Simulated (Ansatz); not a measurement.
Two isomers of C4H10Si: A = `C/C=C\C[SiH3]`, B = `CC(C)=C[SiH3]`.

Computed with Ansatz on PBE0-D4/def2-TZVP structures; ΔE is electronic, products minus reactants. CCSD(T)/CBS is the MP2 limit (def2-TZVPP, def2-QZVPP) plus CCSD(T) − MP2 in def2-TZVPP, frozen cores. Functionals use def2-TZVPP. Each species was taken in one conformer, which may not be the lowest.

Q: Which isomer does CCSD(T)/CBS put lower? Give the gap. (An estimate is asked.)

A: Computed: B, by 9.9 kJ/mol.

Q: Give E(B) − E(A) in kJ/mol with CCSD/def2-TZVPP, MP2/def2-TZVPP, PBE-D4, HF/def2-TZVPP, r2SCAN-D4, B2PLYP, CCSD(T)/def2-TZVPP. (An estimate is asked.)

A: The calculation gave: CCSD/def2-TZVPP -9.6, MP2/def2-TZVPP -10.3, PBE-D4 -9.2, HF/def2-TZVPP -10.0, r2SCAN-D4 -11.3, B2PLYP -9.7, CCSD(T)/def2-TZVPP -10.2. None reverses the order clearly.

Largest T1 diagnostic: 0.011.
